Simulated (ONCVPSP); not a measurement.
# S (Z = 16), ONCV: configuration errors across variants

* Element: sulfur
* Generator: ONCVPSP 4.0.1
* Type: optimised norm-conserving Vanderbilt (ONCV)
* Functional: PBE
* Relativity: scalar-relativistic
* Frozen core: [Ne]
* Valence charge: 6
* Reference configuration: 3s2 3p2 (charge +2)
* Partial waves: 3s: rc 1.15 bohr, ncon 3, nbas 6, qcut 6.2 1/bohr, 3 projectors, debl 1.7 Ha; 3p: rc 1.15 bohr, ncon 4, nbas 8, qcut 6.2 1/bohr, local; d scattering state at 0.28 Ha: rc 1.45 bohr, ncon 4, nbas 7, qcut 6.8 1/bohr, 1 projector
* Local potential: the p channel
* Core correction: Teter function, fcfact 2.5, rcfact 1.55

In the d channel the program set the typed energies aside and used 0.050 Ha.

All-electron excitation energies from the reference (eV): (1) 3s2 3p4 -34.052; (2) 3s2 3p3 -22.284; (3) 3s2 3p1 34.042; (4) 3s2 3p0 80.839.

A true bound ghost makes a file unfit for plane-wave use even where its test errors are small: the radial tests pick states by their node count and pass the ghost by.

Errors AE − PS in meV (a dash: test not solved or not reliable):

```csv
change,(1),(2),(3),(4),bound ghosts,GHOST(+) flags above zero
base,+17,+5.9,+1.7,-5.2,s,s
"core correction Teter function, fcfact 2.5, rcfact 1",+14,+5.8,+7.0,+45,s,s
"core correction Teter function, fcfact 2.5, rcfact 1.12",+14,+5.7,+6.2,+38,s,s
"core correction Teter function, fcfact 2.5, rcfact 1.2",+15,+5.9,+6.1,+36,s,s
"core correction Teter function, fcfact 2.5, rcfact 1.38",+18,+6.6,+5.9,+29,s,s
"core correction Teter function, fcfact 2.5, rcfact 1.6",+15,+5.0,-1.0,-23,s,s
"core correction Teter function, fcfact 2.5, rcfact 1.74",+2.1,-0.3,-13,-93,s,s
"core correction Teter function, fcfact 2.5, rcfact 1.9",-32,-12,-35,-203,s,s
"core correction Teter function, fcfact 2.5, rcfact 2.02",-73,-26,-55,-297,s,s
```

Give the same row for: core correction Teter function, fcfact 2.5, rcfact 1.54.

+17, +6.0, +2.1, -2.1; bound ghosts: s; GHOST(+) flags above zero: s.
